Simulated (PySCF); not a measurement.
A calculated (UHF, PySCF 2.14, cc-pV(D+d)Z, the non-relativistic Hamiltonian (point nucleus)) atom or ion has these occupied shells.

```
shell  electrons  orbital energy (eV)  rms radius, mean of both spins (bohr)
 1s α          1              -1872.5                                  0.129
 1s β          1              -1872.2                                  0.129
 2s α          1              -167.56                                  0.614
 2s β          1              -167.27                                  0.614
 2p α          3              -115.97                                  0.600
 2p β          3              -115.44                                  0.600
 3s α          1              -16.821                                   2.38
 3s β          1              -12.546                                   2.38
 3p α          2               -8.138                                   2.95
```

Name the element and its charge.

Si (silicon, neutral), in [Ne] 3s2 3p2, high-spin 3P determinant.
